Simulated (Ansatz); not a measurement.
Consider the formal exchange of groups at the Al–Si bond: `N[SiH2][AlH2]` + `OB[SiH3]` → `OB[SiH2][AlH2]` + `N[SiH3]`.

Program: Ansatz. Geometries: PBE0-D4/def2-TZVP. ΔE: electronic, gas phase. CCSD(T)/CBS adds triple-zeta CCSD(T) − MP2 to the extrapolated MP2 energy (def2 sets, frozen cores). This one scheme is used for every species. DFT in def2-TZVPP. Each species was taken in one conformer, which may not be the lowest.

`N[SiH2][AlH2]`:

Z-matrix (Å, degrees):
```
Si
Al 1 2.457
N 1 1.731 2 109.3
H 1 1.503 2 109.4 3 -126.4
H 1 1.493 2 111.4 3 118.8
H 2 1.590 1 121.3 3 -164.1
H 2 1.593 1 120.4 3 16.9
H 3 1.008 1 120.2 2 178.6
H 3 1.007 1 119.2 2 -39.1
```

`OB[SiH3]`:

```xyz
8

O     0.663   -0.599   -1.601
B     0.199    0.351   -0.760
Si   -0.357   -0.168    1.118
H     0.903   -0.262   -2.470
H     0.127    1.492   -1.145
H    -1.785    0.203    1.338
H     0.449    0.602    2.110
H    -0.198   -1.619    1.410
```

`OB[SiH2][AlH2]`:

Z-matrix (Å, degrees):
```
Si
B 1 2.020
Al 1 2.453 2 107.9
H 1 1.495 2 109.0 3 -117.0
H 1 1.491 2 112.6 3 122.8
O 2 1.353 1 119.4 3 -93.8
H 2 1.206 1 121.3 3 83.0
H 3 1.590 1 121.6 2 108.6
H 3 1.591 1 120.0 2 -69.4
H 6 0.962 2 113.5 1 177.9
```

`N[SiH3]`:

Cartesian coordinates in Å:
```
N -0.077 0.791 0.712
Si -0.053 -0.454 -0.475
H 0.537 1.584 0.614
H -0.194 0.551 1.683
H -0.148 0.188 -1.812
H 1.161 -1.324 -0.486
H -1.226 -1.335 -0.236
```

| species | PBE-D4 energy (Eh) |
| --- | --- |
| `N[SiH2][AlH2]` | -589.95765 |
| `OB[SiH3]` | -392.36557 |
| `OB[SiH2][AlH2]` | -635.25644 |
| `N[SiH3]` | -347.07433 |

Task: Work out ΔE.

Result: ΔE = (-635.25644) + (-347.07433) − (-589.95765) − (-392.36557) = -0.00755 Eh = -19.8 kJ/mol. CCSD(T)/CBS gives -18.9 kJ/mol.

Task: What do rigid-rotor, harmonic-oscillator terms from PBE0-D4/def2-TZVP frequencies (298.15 K, 1 bar) make of the CCSD(T)/CBS value? (Estimate.)

Result: Computed: ΔZPE = +0.5 kJ/mol, ΔH = -18.0 kJ/mol, ΔS = 6 J/(mol·K), ΔG = -19.8 kJ/mol. Modes under 50 cm⁻¹ make the entropy rough.

Largest T1 diagnostic among the species: 0.015.

Leaving LDA and LC-ωPBE aside and taking each functional with its dispersion term where it has one, the values, not all of them listed here, spread over 6.3 kJ/mol, from B97M-V to CAM-B3LYP-D4. In def2-TZVPP, CCSD(T) changes the Hartree–Fock value by −3.8 kJ/mol (the triples alone add −1.1 kJ/mol) and MP2 by −5.5 kJ/mol.
